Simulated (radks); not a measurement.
Results of a calculation; reference values are marked as such.
Question: The mean radii <r> (bohr) of the occupied orbitals of an atom or ion are listed with their occupations. Code: a radial shooting solver on a logarithmic mesh with Libxc functionals. Model: scalar-relativistic Kohn-Sham, BLYP, spin-unpolarised, spherical densities, finite nucleus; Fermi nuclear charge, rms radius of each element as measured or else 0.836 A^(1/3) + 0.57 fm.

| orbital | occ. | <r> |
|---|---|---|
| 1s | 2 | 0.01659 |
| 2s | 2 | 0.06993 |
| 2p | 6 | 0.06328 |
| 3s | 2 | 0.1807 |
| 3p | 6 | 0.1821 |
| 3d | 10 | 0.1650 |
| 4s | 2 | 0.3993 |
| 4p | 6 | 0.4255 |
| 4d | 10 | 0.4489 |
| 5s | 2 | 0.9015 |
| 4f | 14 | 0.4826 |
| 5p | 6 | 1.039 |
| 5d | 10 | 1.446 |

Name the element and its charge.

Answer: Z = 80, mercury, charge +2: Hg2+ in [Xe] 4f14 5d10. The 1s radius gives Z: for a bare nucleus <r> = (2 gamma + 1)/(2Z) with gamma = sqrt(1 - (Z/c)^2), 0.0164 bohr for Z = 80, and screening makes it slightly larger (0.01659 here). The occupations add up to 78, and the charge is Z minus that.
